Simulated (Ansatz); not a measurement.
In₂As₂H₈⁺, that is (H2In-mu-AsH2)2 with one electron fewer. Charge 1, multiplicity 2. Geometry PBE0-D4/def2-SVP; atoms count from 1.

```xyz
12

In   -1.0665   -1.5426   -1.0077
H    -1.0750   -1.0171   -2.6276
H    -2.0473   -2.2064    0.2159
As   -1.5011    1.3552    0.0572
In    1.4671    1.1793    0.9944
H     1.0097    1.0778    2.6316
H     1.9798    2.2646   -0.2137
As    1.4321   -1.2959   -0.0505
H    -2.5827    1.6064    1.0846
H    -1.8945    2.4406   -0.9203
H     2.4830   -1.4973   -1.1063
H     1.7956   -2.3646    0.9423
```

In the def2 sets In takes a core potential; there is no spin–orbit coupling.

(1) Estimate the Mulliken populations from the PBE0/def2-TZVP orbitals of Ansatz.

(2) Where does the spin sit?

(3) And the Mayer bond orders between heavy atoms (over 0.3)?

Results:

(1) 
| atom | charge (e) | spin (α − β) |
| --- | --- | --- |
| In1 | 0.43 | 0.02 |
| H2 | 0.01 | 0.02 |
| H3 | 0.01 | 0.02 |
| As4 | -0.13 | 0.94 |
| In5 | 0.43 | 0.02 |
| H6 | 0.01 | 0.02 |
| H7 | 0.01 | 0.02 |
| As8 | -0.35 | 0.01 |
| H9 | 0.15 | -0.03 |
| H10 | 0.15 | -0.03 |
| H11 | 0.14 | 0.00 |
| H12 | 0.14 | 0.00 |
Mulliken values depend strongly on the basis.

(2) Summed by element: In 0.04, H 0.02, As 0.94, of 1 unpaired in all. Largest on single atoms: As4 0.94, H10 -0.03, H9 -0.03.

(3) In1–As8 0.66 (2.69 Å); In5–As8 0.66 (2.69 Å).
